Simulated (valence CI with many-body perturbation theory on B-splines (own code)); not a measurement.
# Which ion has this spectrum?

A relativistic CI+MBPT calculation for an atom or ion with 13 electrons gives these levels (cm⁻¹):

```csv
J,Parity,E,g
1/2,odd,0,0.66
3/2,odd,18863,1.33
1/2,even,225017,2.66
3/2,even,232726,1.73
5/2,even,242325,1.59
3/2,even,299276,0.80
5/2,even,301509,1.21
1/2,even,364938,1.71
1/2,even,388797,0.96
3/2,even,396820,1.33
3/2,even,473212,0.80
5/2,even,475197,1.20
3/2,odd,576407,0.86
5/2,odd,580253,1.20
```

The energies are calculated, with errors of perhaps 300 cm⁻¹, more in some levels.

Problem. Which is it?
A. Co14+
B. Fe13+
C. V10+
D. Cr11+

Solution. B. Fe13+, ground level 3s²3p ²P°_1/2.
